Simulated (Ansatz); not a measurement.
C4H9BrGe (SMILES C=[CH][Ge]([CH3])([CH3])[Br]), singlet, geometry from GFN2-xTB; Ansatz (an electronic-structure program) with CASSCF(4,3)/STO-3G.

Input for Ansatz:
Ansatz 0.2 input:
```yaml
crystal:
  periodic: [false, false, false]
  atoms:
    - {symbol: C, position_ang: [2.66342583, -0.39784954, -0.64046144]}
    - {symbol: C, position_ang: [1.55282762, -0.43069540, -1.35528802]}
    - {symbol: Ge, position_ang: [-0.26499204, -0.10516547, -0.65141242]}
    - {symbol: C, position_ang: [-1.11987124, 1.51831807, -1.42834998]}
    - {symbol: C, position_ang: [-1.44458839, -1.70618321, -0.77568567]}
    - {symbol: Br, position_ang: [-0.01298765, 0.32658206, 1.60702363]}
    - {symbol: H, position_ang: [2.65281500, -0.18258296, 0.41778833]}
    - {symbol: H, position_ang: [3.63445098, -0.58360059, -1.07505845]}
    - {symbol: H, position_ang: [1.59948214, -0.64969758, -2.41406091]}
    - {symbol: H, position_ang: [-2.08919608, 1.69265639, -0.96741092]}
    - {symbol: H, position_ang: [-1.26401067, 1.39135673, -2.49707856]}
    - {symbol: H, position_ang: [-0.49884449, 2.39563500, -1.26566472]}
    - {symbol: H, position_ang: [-2.41073756, -1.50030998, -0.32112953]}
    - {symbol: H, position_ang: [-1.60306859, -1.97555098, -1.81559007]}
    - {symbol: H, position_ang: [-0.99734054, -2.55452282, -0.26371401]}
basis:
  gaussian:
    orbitals: STO-3G
hamiltonian:
  xc: hf
magnetization: {spin_polarized: false}
correlation: {active_space: {window: {electrons: 4, orbitals: 3}}}
```

What the program printed (banner, timings and long lists left out):

```
Functional definition: HF
765 factors; integrals over basis functions are off by at most 4.1e-5 eV
mean field evaluation 1: about -129289.2339 eV, gradient 1.6e1 eV
mean field evaluation 2: about -129289.3693 eV, gradient 1.6e1 eV
mean field evaluation 4: about -129290.7398 eV, gradient 1.4e0 eV
mean field evaluation 8: about -129290.7457 eV, gradient 9.3e-3 eV
mean field -129290.74572309 eV, -4751.3472689086 hartree, gradient 9.7e-6 eV, S^2 0.000000; 0 other end points of the search recorded, 0 dependent functions left out
reference -129290.74572309 eV, -4751.3472689086 hartree; 50, 50 occupied and 15, 15 virtual orbitals, 765 factors
state -129291.91056987 eV, -4751.3900762380 hartree
Total energy: -129291.91056987 eV, -4751.3900762380 hartree
```
